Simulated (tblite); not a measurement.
Species: C7H9N (charge +1 and doublet state).
SMILES with atom numbers: `[NH2+:1][C@:2]12[CH:3]=[CH:4][C@H:5]([CH:6]=[CH:7]1)[CH2:8]2` (hydrogens: H9, H10 on N1; H11 on C3; H12 on C4; H13 on C5; H14 on C6; H15 on C7; H16, H17 on C8)

Computed geometry: GFN2-xTB, gas phase. This method treats the open shell by occupation alone, without spin polarisation.

Problem. What internal coordinates does the optimisation give?

Solution. 
```csv
bond,length (bohr),order
N1–C2,2.592,single
"C2–C3, C2–C7",2.870,single
"C3=C4, C6=C7",2.523,double
"C4–C5, C5–C6",2.863,single
C5–C8,2.883,single
C2–C8,3.084,single
"N1–H9, N1–H10",1.904,single
"C3–H11, C7–H15",2.029,single
"C4–H12, C6–H14",2.028,single
C5–H13,2.054,single
"C8–H16, C8–H17",2.054,single
```

Bonds in one row agree within 0.02 bohr and their mean is given. Orders are formal, as drawn. A selection of angles:
```csv
angle,degrees
C2–N1–H9,120.8
H9–N1–H10,118.0
N1–C2–C3,117.2
N1–C2–C8,119.2
C3–C2–C7,109.5
C3–C2–C8,94.7
C2–C3–C4,108.9
C2–C3–H11,122.0
C4–C3–H11,129.0
C3–C4–C5,107.4
C3–C4–H12,128.0
C5–C4–H12,124.6
C4–C5–C6,107.6
C4–C5–C8,98.6
C4–C5–H13,115.6
C8–C5–H13,118.3
C5–C8–H16,115.1
C2–C8–C5,92.4
C2–C8–H16,110.6
C2–C8–H17,110.5
H16–C8–H17,111.5
H10–N1–C2,121.1
```

Torsions: N1–C2–C3–C4 164° (antiperiplanar); C2–C3–C4–C5 -3° (synperiplanar); C3–C4–C5–C6 66° (synclinal); C4–C5–C6–C7 -66° (synclinal); C5–C6–C7–C2 3° (synperiplanar); C4–C5–C8–C2 55° (synclinal); N1–C2–C7–C6 -164° (antiperiplanar); N1–C2–C8–C5 180° (antiperiplanar).

C4 (carbon bonded to 2 C and H) is planar (angles 128.0°, 124.6° and 107.4°, sum 360.0°, 0.01 Å off the plane of its three neighbours). The 5-membered ring C2–C3–C4–C5–C8 has internal angles of 92.4° to 108.9°; it is puckered, 0.28 Å rms from its mean plane, widest ring torsion 55°. The 8 C–C bonds span 1.335 Å (C3=C4, drawn double) to 1.632 Å (C2–C8, drawn single), a spread of 0.297 Å. C3 (carbon bonded to 2 C and H) is planar (angles 129.0°, 122.0° and 108.9°, sum 359.9°, 0.02 Å off the plane of its three neighbours). N1 (nitrogen bonded to C and 2 H) is planar (angles 121.1°, 120.8° and 118.0°, sum 359.9°, 0.02 Å off the plane of its three neighbours). The 5-membered ring C2–C7–C6–C5–C8 has internal angles of 92.4° to 108.9° (sum 502°, against 540° for a flat polygon); it is puckered, 0.28 Å rms from its mean plane, widest ring torsion 55°.

Point group: Cs (tolerance 0.08 Å). Its GFN2-xTB frequencies are all real (lowest 213 cm⁻¹). Torsions: H–N1–C2–C3 -21° and 155°. 2 starts were optimised and ended at 0.00 and 0.88 kcal/mol (GFN2-xTB); the lowest of these is shown.

On Arm Neoverse V1, one thread, shared host with 64 logical CPUs at a one-minute load of 14, this took 0.36 s wall. These figures are those of the optimisation.

One conformer stands for the species.
